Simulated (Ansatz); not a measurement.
Pd₄⁺. Total charge 1; doublet. Geometry B3LYP-D4/def2-SVP; atoms count from 1.

Cartesian coordinates in Å:
```
Pd 0.4066 -0.2208 -1.5221
Pd 0.1085 1.5462 0.3588
Pd -1.4961 -0.4938 0.2267
Pd 0.9809 -0.8316 0.9367
```

In the def2 sets Pd takes a core potential; there is no spin–orbit coupling. The charge 1 doublet is spin-contaminated (final ⟨S²⟩ up to 1.78, 0.75 for a pure state). At PBE0-D4/def2-TZVP a quartet of charge 1 lies 0.42 eV below the doublet at the same geometry. The structure comes from a short search, and lower isomers may exist.

**Question.** Estimate the Mulliken populations from the PBE0/def2-TZVP orbitals of Ansatz.

**Answer.** 
```
atom  charge (e)  spin (α − β)  d electrons
 Pd1        0.24          0.06         9.08
 Pd2        0.24          0.06         9.08
 Pd3        0.27          0.82         9.02
 Pd4        0.24          0.06         9.08
```
Mulliken values depend strongly on the basis.

**Question.** Where does the spin sit?

**Answer.** Summed by element: Pd 1.00, of 1 unpaired in all. Largest on single atoms: Pd3 0.82, Pd2 0.06, Pd1 0.06.

**Question.** And the Mayer bond orders between heavy atoms (over 0.3)?

**Answer.** Pd1–Pd2 0.68 (2.60 Å); Pd1–Pd3 0.67 (2.60 Å); Pd1–Pd4 0.68 (2.60 Å); Pd2–Pd3 0.67 (2.60 Å); Pd2–Pd4 0.68 (2.60 Å); Pd3–Pd4 0.67 (2.60 Å).
